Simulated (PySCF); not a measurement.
PySCF 2.14 output of an unrestricted r2SCAN calculation on a single atom or ion in ANO-RCC-VTZP, with the spin-free X2C one-electron Hamiltonian (Gaussian nucleus):

```
SCF conv_tol = 1e-09
number electrons alpha = 34  beta = 28
    J. W. Furness, A. D. Kaplan, J. Ning, J. P. Perdew, and J. Sun.,  J. Phys. Chem. Lett. 11, 8208-8215 (2020)
    J. W. Furness, A. D. Kaplan, J. Ning, J. P. Perdew, and J. Sun.,  J. Phys. Chem. Lett. 11, 9248-9248 (2020)
    J. W. Furness, A. D. Kaplan, J. Ning, J. P. Perdew, and J. Sun.,  J. Phys. Chem. Lett. 11, 8208-8215 (2020)
    J. W. Furness, A. D. Kaplan, J. Ning, J. P. Perdew, and J. Sun.,  J. Phys. Chem. Lett. 11, 9248-9248 (2020)
cycle= 1 E= -10426.1717954652  delta_E= -0.0198  |g|= 0.133  |ddm|= 0.366
cycle= 2 E= -10426.173872002  delta_E= -0.00208  |g|= 0.154  |ddm|= 0.297
cycle= 3 E= -10426.1788416618  delta_E= -0.00497  |g|= 0.0169  |ddm|= 0.112
cycle= 4 E= -10426.1804266159  delta_E= -0.00158  |g|= 0.015  |ddm|= 0.154
cycle= 5 E= -10426.1811632716  delta_E= -0.000737  |g|= 0.00609  |ddm|= 0.139
cycle= 6 E= -10426.1811904942  delta_E= -2.72e-05  |g|= 0.0026  |ddm|= 0.0361
cycle= 7 E= -10426.1811937932  delta_E= -3.3e-06  |g|= 0.00149  |ddm|= 0.027
cycle= 8 E= -10426.1812008003  delta_E= -7.01e-06  |g|= 0.000413  |ddm|= 0.0137
cycle= 9 E= -10426.1812014751  delta_E= -6.75e-07  |g|= 0.000423  |ddm|= 0.00427
cycle= 10 E= -10426.1812022055  delta_E= -7.3e-07  |g|= 0.000291  |ddm|= 0.00753
cycle= 11 E= -10426.1812025094  delta_E= -3.04e-07  |g|= 6.73e-05  |ddm|= 0.0063
cycle= 12 E= -10426.1812025197  delta_E= -1.03e-08  |g|= 1.72e-05  |ddm|= 0.00118
cycle= 13 E= -10426.1812025206  delta_E= -9.66e-10  |g|= 6.13e-06  |ddm|= 0.000244
converged SCF energy = -10426.1812025206  <S^2> = 12.574992  2S+1 = 7.1623997
```

The run itself started from symmetry-adapted Hartree-Fock orbitals and held the occupation by maximum overlap, on a logarithmic radial grid, so the iterations belong to that start.

Task: Which element, charge and spin multiplicity is this?

Result: Sm (samarium, neutral), multiplicity 7; the state was [Xe] 4f5 5d1 6s2, one real determinant (an excited configuration).

⟨L²⟩ = 32.13 against 56 for a pure K term, so this real determinant mixes terms. Spin-orbit coupling, absent here, splits the open shell strongly. ⟨S²⟩ = 12.57 against 12.00 shows spin contamination. The s, p, d and f populations moved away from the nominal configuration during the SCF.
